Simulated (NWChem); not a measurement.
BSiH₃F₂; SMILES FB(F)[SiH3]

```xyz
7

B     -0.0043     0.5901     0.0046
F     -1.1117     1.3061    -0.0003
F      1.1290     1.2664    -0.0003
Si    -0.0106    -1.4453     0.0008
H      0.8969    -1.9555     1.0737
H      0.5047    -1.9310    -1.3173
H     -1.3871    -1.9821     0.2147
```
Atoms are numbered in this order, from 1.

Results from NWChem. Pople sets run with spherical d functions. Coordinates come from a PBE0/def2-SVP optimisation. Vertical excitations in the gas phase; the lowest state need not have the same character in each row.

```
level                                            lowest excitation, singlet (eV)  oscillator strength of that lowest state  orbital gap (eV)
-----------------------------------------------  -------------------------------  ----------------------------------------  ----------------
PBE/6-31+G*, full TDDFT                                                     6.31                                     0.030              5.72
B3LYP/6-31+G*, full TDDFT                                                   6.63                                     0.039              7.64
LRC-wPBEh/6-31+G*, full TDDFT                                               6.75                                     0.041             11.62
LDA (Slater exchange, VWN5)/6-31+G*, full TDDFT                             6.22                                     0.027              5.59
```
